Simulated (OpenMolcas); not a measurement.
**Computed transition rates of Hg I**

```json
{
 "Program": "OpenMolcas",
 "Method": "SS-CASPT2, IPEA 0.25 Eh, imaginary shift 0.1 Eh (closed shells correlated: 5d)",
 "Basis": "ANO-RCC-VTZP [8s7p5d3f1g]",
 "Scalar Hamiltonian": "DKH2, point nucleus",
 "Active space": "2 electrons in 4 orbitals (6s 6p)",
 "State averaging": "2S+1 = 3 even, 3 roots; 2S+1 = 1 even, 1 root kept (CI in the orbitals of an earlier block); 2S+1 = 3 odd, 3 roots; 2S+1 = 1 odd, 3 roots kept (CI in the orbitals of an earlier block)",
 "Spin-orbit coupling": "RASSI with atomic mean-field integrals over the reference wave functions, term energies averaged over their components"
}
```

Rates come from the transition moments of the reference wave functions (E1 and E2 in the length form). At fixed line strength A goes as λ^-3 for E1 and M1 and as λ^-5 for E2, so a rate at the computed wavelength can be rescaled to the measured one. Measured vacuum wavelengths follow from level energies in NIST Handbook of Basic Atomic Spectroscopic Data. Branching counts decays inside the model space alone, at computed energies, and the table is only a selection of the E2 and M1 lines, drawn from those between levels with measured partners whose computed energy lies within a factor of 1.5 of the measured one.

```json
{"Upper": "6s 6p 3P* 2", "Lower": "6s 6p 3P* 1", "Type": "M1", "λ computed (nm)": "2502", "λ measured (nm)": "2160", "A computed (s-1)": "8.35e-01", "A rescaled (s-1)": "1.30e+00", "Branching %": "97.5"}
{"Upper": "6s 6p 3P* 2", "Lower": "6s 6p 3P* 0", "Type": "E2", "λ computed (nm)": "1893", "λ measured (nm)": "1563", "A computed (s-1)": "1.37e-02", "A rescaled (s-1)": "3.57e-02", "Branching %": "1.6"}
{"Upper": "6s 6p 3P* 2", "Lower": "6s 6p 3P* 1", "Type": "E2", "λ computed (nm)": "2502", "λ measured (nm)": "2160", "A computed (s-1)": "7.35e-03", "A rescaled (s-1)": "1.53e-02", "Branching %": "0.9"}
```

The largest correction is for 6s 6p 3P* 2 → 6s 6p 3P* 0 (E2): 1.37e-02 × (1893 / 1563)^5 = 3.57e-02 s-1, a factor of 2.61.

No measured rate stands beside these. Rescaling mends the energy factor alone: line strengths can still be far off where a level mixes with configurations outside the active space, and weak or spin-changing lines hang on small mixing coefficients that depend on the term gaps too, so rescaling need not improve them.

Spin-orbit splittings of 6p shells tend to come out small when the coupling is added on scalar orbitals. Computed and measured levels are paired by configuration, term and J; levels that our copy of the source lacks, or whose pairing is in doubt (as where it misses far off the trend of its configuration), stay unpaired. Levels of configurations outside the active space are missing.

* marks odd parity.
